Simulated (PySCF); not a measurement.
## Tl²⁺: ionisation energy

Tl²⁺ [Xe] 4f14 5d10 6s1 (2S) → Tl³⁺ [Xe] 4f14 5d10 (1S), as a difference of total energies. All numbers are calculated (PySCF 2.14, a scalar-relativistic core potential, in aug-cc-pVDZ-PP with ECP60MDF (5s4p3d, 32 functions)). The calculations carry no spin-orbit coupling.

```json
{"method": "UHF", "ionisation energy (eV)": "28.184"}
{"method": "BP86", "ionisation energy (eV)": "30.407"}
{"method": "PBE", "ionisation energy (eV)": "30.281"}
```

Task: Which method comes closest to the reference value, and which is furthest?

Result: The reference is 29.852 eV (measured; NIST Atomic Spectra Database, ionization energies). Closest: PBE (error 0.429 eV); furthest: UHF (error -1.668 eV).
